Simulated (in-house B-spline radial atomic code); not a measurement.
Binding energies in Mg4+

NIST's tabulated ground configuration is [He] 2s2 2p4; each binding energy is the energy of the ion with one electron taken from that subshell, relaxed, less that of the parent. All numbers are computed (Dirac-Hartree-Fock, average of configuration; Fermi nucleus of rms radius 3.057 fm) with an all-electron radial atomic-structure program (B-spline basis), not measured. Energies include first-order Breit, QED and recoil terms.

```
subshell  X-ray name  binding energy (eV)  -ε (eV)  relaxation (eV)
      1s           K                 1419   1435.6             15.8
      2s          L1                178.5    180.3              1.7
      2p        L2,3                144.4    146.6              2.1
```

Relaxation = -ε minus the binding energy without Breit, QED and recoil terms.

(1) What does it cost to remove two 2s electrons?

(2) What does it cost to remove both a 2s and a 2p electron?

(3) What does it cost to remove two 1s electrons?

## Answers

(1) 392.93 eV, which is 35.94 eV more than the two single binding energies together.

(2) 355.91 eV, which is 32.98 eV more than the two single binding energies together.

(3) 3009.5 eV, which is 171.6 eV more than the two single binding energies together.
